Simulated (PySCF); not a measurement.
Job file and geometry (Å, from GFN2-xTB) of an NMR shielding run on `InChI=1S/C5H12BN/c1-5-3-7(2,6)4-5/h3H,4H2,1-2,6H3/t7-/m1/s1`, PySCF, GIAO PBE0/pcSseg-1 NMR shielding, non-relativistic, gas phase; density fitting, a coarse starting grid and PySCF grid level 2 are the driver's defaults:

```
$ OMP_NUM_THREADS=1 python probes_run.py task.json out

{"job": {"kind": "nmr", "xc": "PBE0", "basis": "pcSseg-1"}, "charge": 0, "multiplicity": 1}
B     -1.437083     1.400311     0.628871
N     -0.755123     0.037179     0.027387
C     -1.769805    -0.917543    -0.384203
C      0.272311    -0.495580     0.889019
C      1.279592    -0.278717     0.045692
C      2.750773    -0.418889     0.047223
C      0.324593     0.283527    -0.976131
H     -0.530781     2.100811     0.963079
H     -2.074944     1.860795    -0.268206
H     -2.109049     1.050832     1.549250
H     -2.402261    -0.461588    -1.143751
H     -1.313963    -1.830755    -0.777675
H     -2.388046    -1.165986     0.476021
H      0.125888    -0.862887     1.885582
H      3.217569     0.550554    -0.123398
H      3.070670    -1.086885    -0.752886
H      3.093750    -0.815194     0.999474
H      0.435135     1.343495    -1.194745
H      0.200971    -0.284230    -1.898066
```

Q: What does the program print?

A: 
```
coarse grid: 15024 points
cycle   1  E = -276.8114937721  dE =  9.033e-01  |g| = 4.454e-01  |ddm| = 3.721e+00
cycle   2  E = -276.8219996720  dE = -1.051e-02  |g| = 4.458e-01  |ddm| = 9.155e-01
cycle   3  E = -276.8704592444  dE = -4.846e-02  |g| = 8.488e-02  |ddm| = 3.897e-01
cycle   4  E = -276.8717149835  dE = -1.256e-03  |g| = 4.029e-02  |ddm| = 1.063e-01
cycle   5  E = -276.8720963460  dE = -3.814e-04  |g| = 9.838e-03  |ddm| = 4.147e-02
cycle   6  E = -276.8721173289  dE = -2.098e-05  |g| = 3.121e-03  |ddm| = 1.065e-02
cycle   7  E = -276.8721196255  dE = -2.297e-06  |g| = 4.726e-04  |ddm| = 2.909e-03
final grid: 142704 points
cycle   8  E = -276.9117272741  dE = -5.256e-05  |g| = 8.200e-03  |ddm| = 4.051e-02
cycle   9  E = -276.9117264492  dE =  8.250e-07  |g| = 8.467e-03  |ddm| = 1.662e-02
cycle  10  E = -276.9117455749  dE = -1.913e-05  |g| = 1.086e-03  |ddm| = 8.903e-03
cycle  11  E = -276.9117458109  dE = -2.360e-07  |g| = 2.460e-04  |ddm| = 9.277e-04
cycle  12  E = -276.9117458215  dE = -1.058e-08  |g| = 1.061e-04  |ddm| = 2.628e-04
cycle  13  E = -276.9117458242  dE = -2.704e-09  |g| = 2.751e-05  |ddm| = 1.078e-04
cycle  14  E = -276.9117458244  dE = -1.670e-10  |g| = 6.632e-06  |ddm| = 2.699e-05
converged SCF energy = -276.9117458244

GIAO shielding tensors (ppm)
atom      isotropic    diamagn.    paramagn.     s11        s22        s33       span
  0 B      116.640     189.656     -73.016     93.068    103.741    153.111     60.043
  1 N      184.918     323.277    -138.359    157.999    196.382    200.374     42.375
  2 C      137.416     246.855    -109.439    106.552    122.564    183.131     76.579
  3 C       34.686     252.749    -218.062    -55.011     55.767    103.303    158.313
  4 C       43.647     266.677    -223.030    -66.685     43.456    154.170    220.855
  5 C      171.558     245.679     -74.121    155.452    171.296    187.926     32.474
  6 C      114.690     251.093    -136.403     83.924    105.649    154.498     70.574
  7 H       29.758      31.579      -1.821     26.921     27.785     34.567      7.646
  8 H       29.475      31.569      -2.094     26.514     27.425     34.485      7.971
  9 H       29.705      31.614      -1.909     26.914     27.655     34.546      7.632
 10 H       28.631      29.712      -1.081     25.170     26.678     34.046      8.876
 11 H       29.601      30.617      -1.016     25.757     27.746     35.300      9.543
 12 H       28.768      29.797      -1.029     25.060     27.057     34.187      9.127
 13 H       25.538      34.838      -9.299     24.380     25.866     26.368      1.988
 14 H       29.866      28.006       1.861     25.401     28.087     36.110     10.709
 15 H       29.934      27.785       2.149     25.452     28.104     36.246     10.794
 16 H       29.593      28.069       1.524     25.652     27.934     35.192      9.540
 17 H       27.533      31.823      -4.290     24.397     27.394     30.806      6.409
 18 H       28.186      32.549      -4.363     25.477     27.562     31.519      6.042
```

Size and cost of the density-fitted run: 179 basis functions, 71 s wall time on 1 thread of an Intel Xeon, shared host; peak memory 0.87 GiB.
